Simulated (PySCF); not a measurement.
CF₂InNO, SMILES [In]([F])([N]=C=O)[F].

Coordinates come from a r2SCAN-D4/def2-SVP optimisation. The structure was generated by enumeration; whether it is a known compound was not checked. The def2 effective core potentials stand for the cores of In; spin–orbit coupling is left out. The values are those of a single conformer.

Level of theory: PySCF with PBE/def2-TZVP.

Isolated molecule, no solvent.

Computed frontier levels, gap, dipole moment and polarisability:
* **highest occupied level**: -7.81 eV
* **lowest empty level**: -4.19 eV
* **orbital gap**: 3.62 eV
* **dipole moment**: 0.35 D
* **quadrupole, principal values (traceless, Buckingham form, about the centre of nuclear charge)**: -11.40, -3.23, 14.63 D·Å
* **mean static polarisability**: 52.3 bohr³ (7.75 Å³)
* **polarisability, principal values**: 32.1, 44.5, 80.3 bohr³
